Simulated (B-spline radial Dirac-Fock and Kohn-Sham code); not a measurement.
## Atomic ytterbium: differential elastic cross section for positrons at 41.3 keV

These are calculated numbers from a radial atomic solver; the model is relativistic (Dirac) partial waves in the static field of the Dirac-Fock atom, without polarisation or absorption potentials.

Input of the calculation (task.json; shells as n, l, electrons):

```json
{"items": [{
  "Z": 70,
  "q": 0,
  "cfg": [[1, 0, 2], [2, 0, 2], [2, 1, 6], [3, 0, 2], [3, 1, 6], [3, 2, 10], [4, 0, 2], [4, 1, 6], [4, 2, 10], [4, 3, 14], [5, 0, 2], [5, 1, 6], [6, 0, 2]],
  "A": 174,
  "rrms": 5.3108,
  "do": "elastic",
  "energies": [[41300.0, 1]],
  "theta": [0, 10, 20, 30, 40, 50, 60, 70, 80, 90, 100, 110, 120, 130, 140, 150, 160, 170, 180]
}]}
```

Launch: `python xray2_run.py task.json out`

```
θ (°)  dσ/dΩ (Å²/sr)  Sherman function
    0            171             0.000
   10          0.198             0.001
   20         0.0191             0.001
   30        0.00465             0.003
   40        0.00170             0.004
   50       0.000769             0.005
   60       0.000405             0.006
   70       0.000239             0.007
   80       0.000154             0.007
   90       0.000106             0.008
  100       7.75e-05             0.008
  110       5.96e-05             0.007
  120       4.79e-05             0.007
  130       4.00e-05             0.006
  140       3.47e-05             0.005
  150       3.11e-05             0.004
  160       2.88e-05             0.003
  170       2.75e-05             0.001
  180       2.71e-05             0.000
```

The total elastic cross section is 0.332 Å², the first transport cross section 0.00308 Å² and the second, weighted with (3/2) sin²θ, 0.00733 Å². The mean deflection is ⟨1 − cos θ⟩ = 0.00930, and 0.10 % of the collisions scatter beyond 90°.

Phase shifts modulo π (rad) for κ = −1 to −5: -0.450, 0.390, 0.889, 1.229, 1.480.
